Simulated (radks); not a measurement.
Values are calculated unless marked as measured or tabulated.
Task: Spherical quantum dot in the effective-mass picture: electrons in a hard-walled sphere of radius 8.57, with a point charge +1 (a donor) at the centre, all in effective atomic units (hartree* = m*/eps^2 hartree, bohr* = eps/m* bohr), one dielectric constant everywhere. Level of theory: non-relativistic Kohn-Sham, LDA (Slater exchange, Perdew-Wang correlation), spin-polarised, spherical densities (a radial shooting solver with Libxc functionals). Levels are named by radial order and angular momentum (1s, 1p, 1d, 2s, ...), and open shells are averaged over m. Results are scaled to m* = 0.231 and eps = 12.8, for which hartree* = 38.37 meV and bohr* = 2.932 nm. At N = 26 the configuration is 1s2 1p6 1d10 2s(up 1, down 0) 1f(up 7, down 0). Does electron 27 go into 1f down or 2s down or 1g up?

Result: Into 1f down. The total energies of the other choices lie higher by 2.45 meV (1g up), 3.51 meV (2s down).
